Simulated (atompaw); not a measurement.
# What the settings do to the PAW (atompaw) potential of zirconium

Base potential:

atompaw 4.2.0.5 input, output lines left out:

```
Zr 40
GGA-PBE scalarrelativistic loggrid 1500 logderivrange -5 5 251
5 5 4 0 0 0
5 0 0
5 1 0
4 2 2
0 0 0
c
c
c
c
v
c
c
v
v
c
v
2
3.00 2.70 2.30 2.90
y
-0.55
n
n
y
-0.8
n
custom rrkj gramschmidtortho besselshape
3 0 troulliermartins
3.00
3.00
2.30
3.00
3.00
3.00
```

Cutoffs, loose and tight: the cutoffs (Ry, on a coarse ladder) from which the occupation-weighted sum of valence levels, in a spherical-Bessel basis at the reference potential, stays within 10 and 1 mRy of its value at 400 Ry. They see the waves, projectors and local potential, not the compensation charge or the core. A dash means not determined.

A true bound ghost makes a file unfit for plane-wave use even where its test errors are small: the radial tests pick states by their node count and pass the ghost by.

```tsv
change	outcome	cutoff, loose	cutoff, tight	bound ghosts
base	generated	15 Ry	25 Ry	s, d
reference 4p6 4d2 5s1.75 5p0.25	generated	15 Ry	25 Ry	s
core [Ar] 3d10, valence charge 12; reference 4s2 4p6 4d2 5s2 5p0; waves now 4s (bound): rc 1.70 bohr; 5s (bound): rc 1.70 bohr; 4p (bound): rc 2.35 bohr; 5p (bound): rc 2.60 bohr; 4d (bound): rc 2.60 bohr; 4d channel at 1.7 Ry: rc 2.60 bohr; local potential troulliermartins scheme with l = 3 at 0 Ry, radius 2.45 bohr; core correction smooth core density matched at 2.15 bohr; augmentation besselshape compensation charge, radius 2.50 bohr; PAW radius 2.60 bohr; waves and projectors: custom rrkj gramschmidtortho	failed: atompaw: The overlap operator has at least one negative eigenvalue!	–	–	–
wave 4d channel at -0.8 Ry: rc 3.00 bohr becomes 4d channel at 2.73 Ry: rc 3.00 bohr	generated	15 Ry	25 Ry	s
core correction smooth core density matched at 2.16 bohr	generated	15 Ry	25 Ry	s, d
wave 4p (bound): rc 2.30 bohr becomes 4p (bound): rc 1.74 bohr	generated, no UPF (negative core plus compensation charge)	25 Ry	45 Ry	s, d
local potential troulliermartins scheme with l = 3 at 0 Ry, radius 2.62 bohr	generated	15 Ry	25 Ry	s, d
augmentation besselshape compensation charge, radius 1.48 bohr; PAW radius 3.00 bohr; waves and projectors: custom rrkj gramschmidtortho	generated	15 Ry	25 Ry	s, d
```
